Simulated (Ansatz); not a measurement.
## Ligand exchange: SiH2(CH3)Br + C2H7MgN → SiH2(CH3)(NH2) + C2H5BrMg

Species: SiH2(CH3)Br, singlet; C2H7MgN `C[CH2][Mg][NH2]`, singlet; SiH2(CH3)(NH2), singlet; C2H5BrMg `C[CH2][Mg][Br]`, singlet. The partners trade Br for NH2: Si–Br and Mg–NH2 bonds give way to Si–NH2 and Mg–Br.

Shapes, held fixed at every level: PBE0-D4/def2-TZVP. Flexible molecules stand in one conformer, not always the lowest. Programs: Ansatz 0.2.0. The zero-point and thermal change to 298 K, harmonic and unscaled (PBE0-D4/def2-TZVP), is +3.4 kJ/mol.

```
              level                   kind  ΔH(298 K) (kJ/mol)  less CCSD(T)/def2-TZVPP
   SPW92/def2-TZVPP                    LDA               -99.7                     +3.0
B3LYP-D4/def2-TZVPP          global hybrid              -103.8                     -1.1
BHLYP-D4/def2-TZVPP          global hybrid              -113.0                    -10.3
 PBE0-D4/def2-TZVPP          global hybrid              -104.5                     -1.8
   CCSD(T)/def2-SVP  coupled cluster or CI              -108.2                     -5.5
    CCSD/def2-TZVPP  coupled cluster or CI              -105.6                     -2.9
 CCSD(T)/def2-TZVPP  coupled cluster or CI              -102.7                      0.0
```

The highest level, CCSD(T)/def2-TZVPP, gives ΔH(298 K) = -102.7 kJ/mol; the levels span -113.0 to -99.7. The column of differences is taken from that level and isn't an error. No measured value is set beside it here. Relativity is left out for Br. Outer-core shells of Br, Mg are correlated in most correlated rows, in sets that cover them unevenly.
